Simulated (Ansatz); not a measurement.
Harmonic frequencies (cm⁻¹) at PBE0-D4/def2-TZVP from Ansatz: 160, 255, 428, 462, 620, 668, 786, 925, 1108, 1923, 2292, 3493.

Each molecule was computed in one conformer, which needn't be the lowest.

Which molecule is it?
A. `C[O][Mg]`•
B. `F[C](Cl)Cl`•
C. `C#CO[C]=O`•
D. `[OH][Sn]([OH])[Cl]`•

C.
